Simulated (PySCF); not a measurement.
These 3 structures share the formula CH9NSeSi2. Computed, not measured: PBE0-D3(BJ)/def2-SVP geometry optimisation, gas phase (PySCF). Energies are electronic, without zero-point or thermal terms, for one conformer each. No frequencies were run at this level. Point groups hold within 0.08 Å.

Question: Order them by energy at this level, lowest first, and give relative energies in kcal/mol.
A. `[CH3:1][Si@H:2]([SeH:3])[SiH2:4][NH2:5]` with C1–Si2–Se3–H 74°, C1–Si2–Si4–N5 -39°, Si2–Si4–N5–H 57° and -166°
B. `[CH3:1][Si@@H:2]([NH2:3])[Se:4][SiH3:5]` with C1–Si2–N3–H -27° and -177°, C1–Si2–Se4–Si5 -80°
C. `[CH3:1][NH:2][SiH2:3][Se:4][SiH3:5]` with C1–N2–Si3–Se4 152°, N2–Si3–Se4–Si5 136°

Answer: B (0.0), A (19.0), C (19.9).

As drawn, the lowest has an Si–C bond, which the highest lacks. Neighbours under 2.5 kcal/mol apart (C[Si@H]([SeH])[SiH2]N and CN[SiH2][Se][SiH3]) can change places with a better method, another conformer or zero-point energy.

| SMILES | E (Eh) | E rel (kcal/mol) | dipole (D) | point group | A, B, C (MHz) |
| --- | --- | --- | --- | --- | --- |
| C[Si@@H](N)[Se][SiH3] | -3077.72150 | 0.0 | 2.90 | C1 | 2406, 1396, 1139 |
| C[Si@H]([SeH])[SiH2]N | -3077.69127 | 19.0 | 2.45 | C1 | 3217, 880.3, 731.5 |
| CN[SiH2][Se][SiH3] | -3077.68983 | 19.9 | 1.84 | C1 | 4464, 889.4, 789.2 |

Question: As an exercise, what shares would exp(−E/RT) give at 2000 K from these electronic energies alone (no entropy, no degeneracies)?

Answer: RT = 3.974 kcal/mol: C[Si@@H](N)[Se][SiH3] 98.5 %, C[Si@H]([SeH])[SiH2]N 0.8 %, CN[SiH2][Se][SiH3] 0.7 %.
